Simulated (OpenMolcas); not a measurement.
Dy2+ in SrO: curves along the breathing mode

Dy2+ with its 6 nearest oxide ions, on the Sr site of SrO (a = 5.1602 Å, distance in the model lattice 2.580 Å). The rest of the host is ab initio model potentials to 7.6 Å, with orthogonalisation functions on the cations behind the ligands, and point charges beyond; the distance is set by hand and nothing relaxes. Ligand basis ANO-RCC-VDZP.

```json
{
 "Program": "OpenMolcas 26.06",
 "Method": "CASSCF",
 "Basis": "ANO-RCC-VDZP [7s6p4d2f1g]",
 "Scalar Hamiltonian": "DKH2, point nucleus",
 "Active space": "10 electrons in 7 orbitals (4f)",
 "State averaging": "2S+1 = 5 even, 35 roots (33 in the spin-orbit step); 2S+1 = 3 even, 106 roots kept (CI in the orbitals of an earlier block); 2S+1 = 1 even, 44 roots kept (CI in the orbitals of an earlier block, 31 in the spin-orbit step)",
 "Spin-orbit coupling": "RASSI with atomic mean-field integrals over the reference wave functions"
}
```

Spin-free energies (labels of O, the rotations of Oh) in cm-1 above the lowest fitted minimum, as all ligands move together:

```tsv
R (Å)	5A2	5T2	5E	5T1	5T2(2)	5A1	5T1(2)
2.331	8980	9040	9080	9390	9380	9430	25390
2.386	3470	3530	3570	3840	3840	3880	19890
2.441	590	640	680	940	940	970	17010
2.496	140	190	230	460	470	500	16560
2.55	1950	2000	2030	2250	2250	2280	18370
2.605	6010	6060	6090	6300	6300	6330	22440
2.66	12330	12370	12400	12590	12590	12620	28750
```

Cubic fits give the following; the wavenumber is harmonic, with the mass of all moving ligands, small differences in it between states hang on the degree of the fit, a number in brackets counts states of one label, and the table is a selection of at most 14 states with clean curves.

```tsv
State	R0 (Å)	Breathing mode (cm-1)	Minimum (cm-1)
5A2	2.479	526	0
5T2	2.479	526	60
5E	2.479	526	90
5T1	2.480	526	330
5T2(2)	2.480	526	330
5A1	2.480	526	370
5T1(2)	2.479	526	16420
5A1(2)	2.479	526	16530
5T2(3)	2.479	526	16590
5A2(2)	2.480	526	16730
3T1	2.479	526	19520
3T2	2.479	526	19520
3A2	2.479	526	19580
3T2(2)	2.479	526	19600
```

For an f ion spin-orbit coupling outweighs the ligand field, so these spin-free curves are not those of observable levels.

High states are left out of the spin-orbit mixing, which shifts the levels that they would mix with. Without dynamic correlation the ligand-field splitting of an f shell can come out too small, at times by half. No measured value stands beside these numbers.
